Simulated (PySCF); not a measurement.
**Electronic structure of Tl (thallium, neutral) at the wB97M-V level**

Configuration: [Xe] 4f14 5d10 6s1 6p1 6d1, one real determinant (an excited configuration). Computed with PySCF 2.14 in aug-cc-pVQZ-PP with ECP60MDF (7s7p5d3f2g, 92 functions), with scalar relativity through the core potential.

```json
{
 "Total energy": "-172.0245 hartree",
 "One-electron energy": "-297.5719 hartree",
 "Hartree (Coulomb) energy": "140.2613 hartree",
 "Exchange-correlation energy": "-14.7140 hartree",
 "⟨S²⟩": "3.7513",
 "⟨L²⟩": "8.020",
 "Sum of ⟨r⟩": "34.78 bohr",
 "Sum of ⟨r²⟩": "107.7 bohr²",
 "Traceless quadrupole moment −½Σ⟨3z² − r²⟩ along its main axis": "12.1 e·bohr²",
 "Time after the integrals": "of the order of 17 core-seconds"
}
```

```csv
shell,electrons,mean orbital energy (eV),spread (eV),"rms radius, mean of both spins (bohr)"
5s α,1,-145.01,0,0.944
5s β,1,-144.83,0,0.944
5p α,3,-89.709,0.279,1.08
5p β,3,-89.546,0.367,1.08
5d α,5,-25.247,0.297,1.49
5d β,5,-24.819,0.493,1.49
6s α,1,-17.347,0,2.56
6p α,1,-8.837,0,3.41
6d α,1,-1.330,0,7.65
```

⟨L²⟩ = 8.02 against 12 for a pure F term, so this real determinant mixes terms. Energies and moments cover only the electrons outside the core potential. Spin-orbit coupling, absent here, splits the open shell strongly. The outer electron is Rydberg-like, and this basis confines it to a smaller radius and binds it less than a complete one would.
